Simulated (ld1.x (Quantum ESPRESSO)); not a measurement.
Values are calculated unless marked as measured or tabulated.
## Potentials for Ag (Z = 47) compared

Generated with ld1.x 7.5 (TM, RRKJ, ultrasoft, PAW), atompaw 4.2 or ONCVPSP 4.0.1. The cutoff is in Ry: for ld1.x and atompaw files where the sum of valence levels is converged to 10 mRy in a Bessel basis, for ONCV files where the hardest occupied wave has 1 mHa per electron of residual kinetic energy. The error is the largest all-electron minus pseudo excitation energy over each file’s own four to seven test configurations (ionisations up to +4, promotions, holes and added fractions of an electron), all of which were solved. The labels leave out finer settings (local radius, basis sizes, second energies), which also bear on the numbers. Spin-polarised tests are not counted. The rows are a selection from randomly drawn settings: files with unsolved tests, undetermined cutoffs or missed reference levels are left out.

A true bound ghost makes a file unfit for plane-wave use even where its test errors are small: the radial tests pick states by their node count and pass the ghost by.

| potential | cutoff (Ry) | largest error (meV) | bound ghosts |
| --- | --- | --- | --- |
| TM, PW91, scalar-relativistic, rc 1.20/1.15/1.05 (spd), local d, core correction no, reference 4s2 4p6 4d10 5s0 5p0 | 140 | +240 | none |
| TM, PW91, scalar-relativistic, rc 1.80/1.45/1.35 (spd), local d, core correction yes, reference 4p6 4d9 5s2 5p0 | 80 | -54 | s |
| TM semilocal, PW91, scalar-relativistic, rc 2.35/1.55/1.85 (spd), local p, core correction yes, reference 4p6 4d9 5s2 5p0 | 60 | -82 | none |
| TM, LDA (PZ), scalar-relativistic, rc 2.20/1.95/1.45 (spd), local smoothed, core correction no, reference 4d8 5s0 5p0 | 70 | -341 | none |

Fill in the row for Ag: PAW, LDA (PZ), scalar-relativistic, rc 2.30/3.50/1.80 (spd), local smoothed, core correction yes, reference 4d10 5s0.75 5p0.25.

cutoff 35 Ry, largest error -979 meV, bound ghosts: none.
